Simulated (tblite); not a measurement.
Compound: C5H6N2OS.
Geometry (GFN2-xTB, Å), atoms numbered from 1 in this order:
```
atom  x, y, z in Å
C1    -3.016    0.010    0.097
C2    -1.894   -0.850   -0.406
O3    -2.040   -1.905   -0.975
C4    -0.554   -0.297   -0.147
N5    -0.312    0.822    0.454
N6     0.964    1.108    0.571
C7     1.755    0.220    0.065
C8     3.229    0.319    0.073
S9     0.903   -1.134   -0.646
H10   -2.957    0.991   -0.370
H11   -2.908    0.154    1.169
H12   -3.970   -0.458   -0.128
H13    3.521    1.240    0.570
H14    3.662   -0.532    0.597
H15    3.613    0.318   -0.946
```

Computed values, GFN2-xTB/tblite, gas phase, harmonic and unscaled. The method is semi-empirical: single wavenumbers can be off by several per cent or more. One conformer, not necessarily the lowest.

Harmonic wavenumbers (cm⁻¹): 41.0, 85.8, 92.4, 103.8, 127.8, 274.3, 288.7, 314.9, 448.2, 472.8, 574.1, 589.2, 621.4, 633.4, 676.7, 784.3, 966.9, 987.1, 995.2, 1019.7, 1036.9, 1154.0, 1193.8, 1249.6, 1364.8, 1385.7, 1434.2, 1435.8, 1440.9, 1445.7, 1477.4, 1518.3, 1739.9, 3010.0, 3021.8, 3032.3, 3041.9, 3057.4, 3060.8.

A = 3537, B = 970.1, C = 768.5 MHz; mass 142.020 u (most abundant isotopes); point group Cs, symmetry number 1.

Question: Zero-point energy?

Answer: Half the sum of the wavenumbers: 23099 cm⁻¹ = 66.05 kcal/mol.

Question: What is S at 200 K and 1 bar for an ideal gas of classical rigid rotors and harmonic oscillators?

Answer: Translation 38.81, rotation 28.00, vibration 19.02: S = 85.8 cal/(mol K).

Question: And Cp and H(200 K) − H(0)?

Answer: Cp = 26.52 cal/(mol K), of which vibrations give 18.57 (their classical limit is 39 R = 77.5); H(200 K) − H(0) = 3.59 kcal/mol without the zero-point energy, 2.00 from vibrations.

Question: What must be added to the electronic energy to get the Gibbs energy at 200 K and 1 bar?

Answer: ZPE + [H(200 K) − H(0)] − T·S = 66.05 + 3.59 − 17.17 = 52.47 kcal/mol.

Question: Blend soft modes into free rotors: weight 1/[1 + (100 cm⁻¹/ν̃)⁴] for the oscillator and the rest for a rotor with moment μB/(μ + B), μ = h/(8π²ν), B = 10⁻⁴⁴ kg m². What vibrational entropy results?

Answer: 17.50 cal/(mol K) in place of 19.02, which changes −T·S at 200 K by +0.30 kcal/mol.

Hindered rotation and anharmonicity are outside this model. Other conformers, if any are populated, would add a mixing term that is left out.
